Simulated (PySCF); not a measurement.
These are PBE-D3(BJ)/def2-TZVP // B3LYP-D3(BJ)/def2-TZVP (PySCF) values and carry that method's errors. Gas-phase values, no solvent. 

Reference species (SMILES): `S[O+]` (excited triplet) (charge +1, multiplicity 3).

- highest occupied spin orbital: -14.73 eV

Changed species: `N#C[S+]` (lower triplet) (S, X = cyano, multiplicity 3; the reference has O, X = mercapto, multiplicity 3).

Problem. What does the change do to the highest occupied spin orbital?

Solution. the highest occupied spin orbital decreases by 1.05 eV, to -15.78 eV.
